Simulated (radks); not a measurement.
The numbers below are computed, except where a source is named.
Isoelectronic series with 41 electrons, all held in the configuration [Kr] 4d4 5s1, which need not be the ground one along the series. Code: a radial shooting solver on a logarithmic mesh with Libxc functionals. Model: Dirac Kohn-Sham, LDA (Slater exchange, Perdew-Wang correlation), spin-unpolarised, spherical densities, point nucleus; open shells fill j = l - 1/2 first. Total energies (hartree) and mean radii <r> (bohr) (* marks an orbital that is empty in some or all of the ions):

ion    E (hartree)  4d5/2*   4d3/2   5s1/2   4p3/2   4p1/2
Nb     -3816.05737   2.242   2.207   3.691   1.314   1.281
Tc2+   -4280.92264   1.570   1.556   2.735   1.170   1.141
Rh4+   -4775.96538   1.283   1.273   2.243   1.051   1.024
Ag6+   -5301.31855   1.104   1.096   1.928  0.9542  0.9293
In8+   -5857.22022  0.9774  0.9697   1.702  0.8743  0.8507
Sb10+  -6443.96467  0.8805  0.8733   1.529  0.8073  0.7845
I12+   -7061.88826  0.8032  0.7964   1.391  0.7502  0.7280
Cs14+   -7711.3645  0.7397  0.7331   1.278  0.7009  0.6791
La16+   -8392.8023  0.6863  0.6798   1.183  0.6579  0.6363
Pr18+   -9106.6463  0.6406  0.6342   1.102  0.6200  0.5985
Pm20+   -9853.3778  0.6010  0.5947   1.031  0.5862  0.5648
Eu22+  -10633.5169  0.5662  0.5600  0.9691  0.5560  0.5346

4d5/2 drops below 5s1/2 between Nb and Tc2+. 4d3/2 drops below 5s1/2 between Nb and Tc2+.
